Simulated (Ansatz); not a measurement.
Si6O⁺. Charge 1, multiplicity 2. Geometry r2SCAN-D4/def2-SVP, basis def2-TZVP, Ansatz.

Cartesian coordinates in Å:
```
O -0.034 -1.337 1.315
Si 1.218 -0.227 0.949
Si -2.336 0.374 -0.829
Si -0.122 1.165 -0.895
Si -0.746 -1.348 -0.243
Si 1.258 -0.770 -1.349
Si 0.761 2.143 1.053
```

```
run  HOMO (eV)  LUMO (eV)
  A     -10.36      -9.31
  B     -10.42      -9.23
  C     -10.15      -9.49
  D     -12.30      -7.33
  E     -10.72      -8.95
  F      -9.98      -9.58
```

HSE06 is defined as in plane-wave codes, on full-range PBE exchange. Another isomer (doublet) lies 0.54 eV lower at PBE0-D4/def2-TZVP; other spin states weren't run for this one.

HOMO and LUMO are taken over both spins.

Q: The runs used HSE06, PBE, PBE0, r2SCAN, r2SCANh, ωB97M-V. Estimate which is which.

A: A HSE06 (range-separated); B r2SCANh (10 % exact exchange); C r2SCAN (0 % exact exchange); D ωB97M-V (range-separated); E PBE0 (25 % exact exchange); F PBE (0 % exact exchange). Exact exchange lowers occupied and raises empty levels; among semilocal functionals meta-GGAs tend to open the gap a little, and such runs are hard to tell apart. The gap grows from 0.41 eV (PBE) to 4.97 eV (ωB97M-V). At r2SCANh-D4/def2-TZVP, r2SCAN-D4/def2-TZVP the charge 1 doublet is spin-contaminated (final ⟨S²⟩ up to 0.86, 0.75 for a pure state).
